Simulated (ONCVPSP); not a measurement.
# Zr (Z = 40): one change to an ONCV potential, before and after

zirconium, optimised norm-conserving Vanderbilt (ONCV), made with ONCVPSP 4.0.1 (PBE, scalar-relativistic). Core [Ar] 3d10, reference 4s2 4p6 4d2.5 5s1.5. Waves: 4s+5s: rc 1.65 bohr, ncon 4, nbas 8, qcut 6 1/bohr, 2 projectors; 4p: rc 1.75 bohr, ncon 4, nbas 7, qcut 8.2 1/bohr, 2 projectors, debl 2.6 Ha; 4d: rc 2.65 bohr, ncon 3, nbas 8, qcut 6.7 1/bohr, 2 projectors, debl 4 Ha. Local part: polynomial inside 1.30 bohr (lpopt 3, dvloc0 1 Ha). Core correction: none.

Change: d: qcut 4.4.

Cutoffs: the cutoffs (Ha) at which the residual kinetic energy of the hardest occupied pseudo-wave falls to 1 and 0.1 mHa per electron; they do not see the model core or the augmentation charge, which bear on the density cutoff. Errors are all-electron minus pseudo energies relative to the spin-unpolarised reference configuration.

Predict the effect on cutoff, ghosts and configuration errors.

The potential gets neither clearly harder nor softer (20 Ha and 27 Ha → 20 Ha and 27 Ha); the p channel sets the loose cutoff, while the largest relative change is in d, which becomes softer; of the 4 tests that both files solve, the error grows in 4 and shrinks in 0 by more than 15 % and 0.3 meV (median size 1.3 → 4.5 meV); neither file shows a bound ghost.

| quantity | base | changed |
| --- | --- | --- |
| cutoff, loose | 20 Ha | 20 Ha |
| cutoff, tight | 27 Ha | 27 Ha |
| loose cutoff by channel | s 16 Ha, p 20 Ha, d 12 Ha | s 16 Ha, p 20 Ha, d 8.3 Ha |
| bound ghosts | none | none |
| GHOST(+) flags under 300 eV | s at 238.3 eV | s at 238.3 eV |
| error for 4s2 4p6 4d2 5s2, meV [ΔE -0.51 eV] | +1.6 | +6.0 |
| error for 4s2 4p6 4d2 5s1, meV [ΔE 6.62 eV] | +0.1 | -0.5 |
| error for 4s2 4p6 4d2 5s0, meV [ΔE 19.56 eV] | -3.1 | -14 |
| error for 4s2 4p6 4d2 5s1.5, meV [ΔE 2.37 eV] | +1.0 | +3.0 |
| s: phases at 1.67 bohr within 0.05 rad from the reference energy up to (Ha; the scan ends near 5) | to the end of the scan | to the end of the scan |
| p: phases at 1.77 bohr within 0.05 rad from the reference energy up to (Ha; the scan ends near 5) | to the end of the scan | to the end of the scan |
| d: phases at 2.70 bohr within 0.05 rad from the reference energy up to (Ha; the scan ends near 5) | 1.1 | 0.7 |
